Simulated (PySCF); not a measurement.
**Ionisation energy of Cr²⁺ by level of theory**

Cr²⁺ [Ar] 3d4 (5D) → Cr³⁺ [Ar] 3d3 (4F), as a difference of total energies. Computed with PySCF 2.14 in def2-QZVPPD (11s6p5d3f2g, 93 functions), with no relativity, point nucleus. Correlated levels: valence and next inner shell: [Ne] frozen. The calculations carry no spin-orbit coupling.

```csv
method,ionisation energy (eV),difference from reference (eV)
UHF,29.881,-1.078
MP2 (valence and next inner shell),31.269,+0.310
SCS-MP2 (valence and next inner shell),30.812,-0.147
CCSD (valence and next inner shell),31.038,+0.079
CCSD(T) (valence and next inner shell),31.080,+0.121
```

Reference: 30.959 ± 0.025 eV (measured; NIST Atomic Spectra Database, ionization energies).

These non-relativistic numbers lack the scalar-relativistic shift.

The reference lies between the lowest fine-structure levels, while these numbers refer to the centres of the terms.

Errors of the correlated levels include the incompleteness of this basis and the frozen core.
